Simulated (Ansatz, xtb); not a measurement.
Relative energy of two isomers of C4H8B2

Structure X: `B[C@@H]1BC=CC1`, a singlet. Structure Y: `B1C=CBCC1`, a singlet. Both are isolated molecules in the gas phase, relaxed with B3LYP/def2-SVP; the shapes shown needn't be the lowest conformers.

X (Å):

```xyz
14

C     0.2990   -1.2248    0.1761
C     2.0344   -1.9408   -1.5058
C     1.3944   -0.8366   -1.9689
C     0.3204   -0.3069   -1.0644
B     0.6535   -0.6673    1.5703
B     1.4303   -2.3150   -0.1397
H     0.3666   -1.2843    2.5685
H     1.2767    0.3644    1.6888
H    -0.6155   -1.8485    0.2571
H     1.7149   -3.2511    0.5642
H     2.8280   -2.4363   -2.0720
H     1.6157   -0.3422   -2.9241
H     0.5154    0.7521   -0.8112
H    -0.6541   -0.3005   -1.5890
```

Y (Å):

```xyz
14

C     0.5764   -1.7903   -0.7067
C     1.7637   -1.6066   -0.0623
C     1.2981    1.0516    0.1959
C    -0.1462    0.7855   -0.2667
B    -0.4324   -0.6116   -0.9074
B     2.1863   -0.2025    0.4830
H    -1.4694   -0.8037   -1.5031
H     0.3348   -2.7940   -1.0851
H     2.4303   -2.4717    0.0657
H     3.2396   -0.0779    1.0679
H     1.3646    1.8101    0.9962
H     1.8686    1.5221   -0.6401
H    -0.5735    1.6170   -0.8549
H    -0.8143    0.7444    0.6265
```

Quicker runs give these differences E(Y) − E(X): GFN2-xTB +25.0 kJ/mol; HF/STO-3G −43.7 kJ/mol (at GFN2-xTB geometries); r2SCAN-D4/def2-SVP −29.6 kJ/mol (at GFN2-xTB geometries).

Question: Which of the two would you expect CCSD(T)/def2-SVP + ΔMP2/def2-TZVPP electronic energies to favour?

Answer: Structure Y; the calculation gives E(Y) − E(X) = −25.6 kJ/mol.

How the difference moves with the method:

```csv
level,geometry,E(Y) − E(X) (kJ/mol),departure from the last row (kJ/mol),"job, with rough time for the two"
GFN2-xTB,GFN2-xTB,+25.0,+50.6,"optimisation, 0.43 s"
HF/STO-3G,GFN2-xTB,−43.7,−18.1,"single point, 1.3 s"
r2SCAN-D4/def2-SVP,GFN2-xTB,−29.6,−3.9,"single point, 6.5 s"
B3LYP/def2-SVP,B3LYP/def2-SVP,−33.7,−8.1,"optimisation, 91 s"
HF/def2-SVP,B3LYP/def2-SVP,−38.2,−12.6,part of the CCSD(T) run
MP2/def2-SVP,B3LYP/def2-SVP,−22.1,+3.5,part of the CCSD(T) run
CCSD(T)/def2-SVP,B3LYP/def2-SVP,−26.1,−0.5,single point
CCSD(T)/def2-SVP + ΔMP2/def2-TZVPP,B3LYP/def2-SVP,−25.6,,"single point, 71 s"
```

As drawn, Y has 1 C–B, 1 C–H in place of 1 C–C, 1 B–H. Structure X has a 5-membered ring, Y a 6-membered ring.

GFN2-xTB puts the two in the other order. The largest departure from CCSD(T)/def2-SVP + ΔMP2/def2-TZVPP is that of GFN2-xTB, 50.6 kJ/mol. The last row adds to CCSD(T) the change of the MP2 difference between the two basis sets, here +0.5 kJ/mol.

With thermal terms from frequencies at re-optimised GFN2-xTB minima (ideal gas, soft modes damped towards free rotors, one conformer each, 298.15 K, 1 atm): the zero-point term adds +3.5 kJ/mol; ΔH is −21.9 and ΔG −20.9 kJ/mol.

The correlated steps freeze 6 core orbitals. Mirror images aren't counted in ΔG. Codes used: Ansatz 0.2.0, xtb 6.7.1; the last row on 2 threads of Intel(R) Xeon(R) Processor @ 2.70GHz on a shared host.
